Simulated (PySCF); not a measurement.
PySCF input:

```python
from pyscf import gto, scf, mp, cc as ccmod

mol = gto.M(
    atom='''
    Si   -1.18640443   -0.20778271    0.29922108
    P     1.10210299    0.18323999   -0.27539270
    H    -1.66743176    0.52361770   -0.97018141
    H    -1.23077553    1.07940623    1.14709630
    H     1.28795047   -0.97616809   -1.08835501
    H     1.68837388   -0.46649774    0.85323543
    ''',
    basis='cc-pvdz',
    charge=-1,
    spin=0,
    verbose=4,
)

mf = scf.RHF(mol)
mf.conv_tol = 1e-10
mf.max_cycle = 100
mf.kernel()
mp2 = mp.MP2(mf, frozen=10).run()
cc = ccmod.CCSD(mf, frozen=10)
cc.max_cycle = 100
cc.kernel()
et = cc.ccsd_t()
print(f'E(CCSD(T)) = {cc.e_tot + et:.9f}')
```

**Question.** Which total energy does the run end on?

**Answer.** -632.26167 Eh (CCSD(T)/cc-pVDZ).

It need not be the lowest isomer of its formula. Whether it binds its extra electron was not tested at this geometry.
